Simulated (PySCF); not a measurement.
PySCF 2.14 output of a UHF calculation on a single atom or ion in aug-cc-pVQZ-PP with one added diffuse shell each of s, p, d, f, g type with ECP60MDF (8s8p6d4f3g, 117 functions), with scalar relativity through the core potential:

```
SCF conv_tol = 1e-09
number electrons alpha = 11  beta = 9
cycle= 1 E= -171.124301590386  delta_E= -0.00232  |g|= 0.0159  |ddm|= 0.103
cycle= 2 E= -171.124644560138  delta_E= -0.000343  |g|= 0.00737  |ddm|= 0.0394
cycle= 3 E= -171.124754141634  delta_E= -0.00011  |g|= 0.00207  |ddm|= 0.0346
cycle= 4 E= -171.124763995353  delta_E= -9.85e-06  |g|= 0.000367  |ddm|= 0.0147
cycle= 5 E= -171.124764162933  delta_E= -1.68e-07  |g|= 9.45e-05  |ddm|= 0.00173
cycle= 6 E= -171.124764171283  delta_E= -8.35e-09  |g|= 1.41e-05  |ddm|= 0.000432
cycle= 7 E= -171.124764171629  delta_E= -3.46e-10  |g|= 1.85e-06  |ddm|= 0.0001
converged SCF energy = -171.124764171629  <S^2> = 2.0040386  2S+1 = 3.0026912
```

The run itself started from symmetry-adapted Hartree-Fock orbitals and held the occupation by maximum overlap, so the iterations belong to that start.

Q: Which element, charge and spin multiplicity is this?

A: Tl⁺ (thallium, charge +1), multiplicity 3; the state was [Xe] 4f14 5d10 6s1 6p1, high-spin 3P determinant (an excited configuration).

Energies and moments cover only the electrons outside the core potential. Spin-orbit coupling, absent here, splits the open shell strongly.
